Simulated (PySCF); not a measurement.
**Stationary points of Tc₃O⁺**

All numbers come from PBE0 in PySCF with O def2-SVP, Tc def2-SVP with ECP28; scalar-relativistic core potentials, no spin–orbit coupling; density-fitted integrals.

Relaxations began from a few typed shapes. The search is not exhaustive: other isomers or separated fragments can lie lower, and high-lying points may rest on an excited occupation.

Problem. Order these stationary points by electronic energy, lowest first, in kJ/mol from the lowest minimum.
A. singlet Cs: O–Tc 1.768 Å, O–Tc 1.895 Å, Tc–Tc 2.025 Å, Tc–Tc 2.269 Å, Tc–Tc 2.980 Å; O–Tc–Tc 34.2°, O–Tc–Tc 37.0°, O–Tc–Tc 79.8°, O–Tc–Tc 83.7°, Tc–O–Tc 108.8°
B. singlet (closed shell, unstable to spin polarisation) C3v: O–Tc 1.855 Å (×3), Tc–Tc 2.572 Å (×3); O–Tc–Tc 46.1° (×6), Tc–O–Tc 87.8° (×3), Tc–Tc–Tc 60.0° (×3)
C. singlet C2v: O–Tc 1.871 Å (×2), Tc–Tc 2.104 Å (×2), Tc–Tc 2.962 Å; O–Tc–Tc 37.7° (×2), O–Tc–Tc 82.9° (×2), Tc–O–Tc 104.6°, Tc–Tc–Tc 45.3° (×2), Tc–Tc–Tc 89.5°
D. singlet Cs: O–Tc 1.830 Å (×2), Tc–Tc 2.126 Å (×2), Tc–Tc 2.628 Å; O–Tc–Tc 44.1° (×2), O–Tc–Tc 85.8° (×2), Tc–O–Tc 91.8°, Tc–Tc–Tc 51.8° (×2), Tc–Tc–Tc 76.3°

Solution. D (0.0), A (11.7), C (80.0), B (377.2).

Problem. Which of them are minima?

Solution. By energy in kJ/mol, 0.0: minimum; 11.7: minimum; 80.0: saddle point, 2 imaginary modes; 377.2: minimum of the closed-shell surface only.

For the lowest minimum: stability towards spin polarisation was not tested.
